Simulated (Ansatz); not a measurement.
Ansatz (a quantum-chemistry and plane-wave program) input (B3LYP/6-311+G**): The .json file is the Basis Set Exchange's 6-311+G**.

Ansatz 0.2 input:
```yaml
crystal:
  periodic: [false, false, false]
  atoms:
    - {symbol: F, position_ang: [1.98168600, -1.34344800, -0.19603700]}
    - {symbol: Si, position_ang: [1.52121200, 0.19571100, 0.35932800]}
    - {symbol: Si, position_ang: [-0.77097500, 0.09744600, -0.31739100]}
    - {symbol: F, position_ang: [-1.46747100, 1.58078900, -0.27580900]}
    - {symbol: F, position_ang: [-1.74038400, -0.75478700, 0.69461900]}
    - {symbol: H, position_ang: [1.77210800, 0.99278300, -0.94350200]}
    - {symbol: H, position_ang: [-1.23989400, -0.43996800, -1.64857200]}
basis:
  gaussian:
    orbitals: 6-311+G__.json
hamiltonian:
  xc: {name: B3LYP}
total_charge: -1
output: {forces: true}
```

Output:

```
Functional definition: B3LYP
integrals: 0.08 GiB planned
1133 factors; their error is unknown
mean field: 0.59 GiB planned
mean field evaluation 1: about -23947.2562 eV, gradient 1.8e1 eV
mean field evaluation 2: about -23947.4179 eV, gradient 1.9e1 eV
mean field evaluation 4: about -23948.1926 eV, gradient 1.6e0 eV
mean field evaluation 8: about -23948.1975 eV, gradient 1.6e-1 eV
mean field evaluation 16: about -23948.2068 eV, gradient 5.9e-5 eV
mean field -23948.20678034 eV, -880.0803665000 hartree, gradient 5.9e-5 eV, S^2 0.000000; 0 other end points of the search recorded, 0 dependent functions left out
the calculation of the forces begins
reference -23948.20709189 eV, -880.0803779493 hartree; 29, 29 occupied and 111, 111 virtual orbitals, 1133 factors
Total energy: -23948.20709189 eV, -880.0803779493 hartree
Atom 0 at     1.981686    -1.343448    -0.196037 Å, force     0.162314    -0.527675    -0.200078 eV/Å
Atom 1 at     1.521212     0.195711     0.359328 Å, force    -0.083338     0.543873     0.230366 eV/Å
Atom 2 at    -0.770975     0.097446    -0.317391 Å, force     0.586493    -0.295034    -0.448044 eV/Å
Atom 3 at    -1.467471     1.580789    -0.275809 Å, force    -0.287579     0.619006     0.020090 eV/Å
Atom 4 at    -1.740384    -0.754787     0.694619 Å, force    -0.398086    -0.341974     0.420519 eV/Å
Atom 5 at     1.772108     0.992783    -0.943502 Å, force     0.019707    -0.001887    -0.010251 eV/Å
Atom 6 at    -1.239894    -0.439968    -1.648572 Å, force     0.000488     0.003690    -0.012603 eV/Å
Dipole moment:    -0.506183    -0.007581    -0.223364 e Å
```

The dipole moment of an ion depends on the origin.

The geometry given is a B3LYP-D3(BJ)/def2-TZVP minimum.
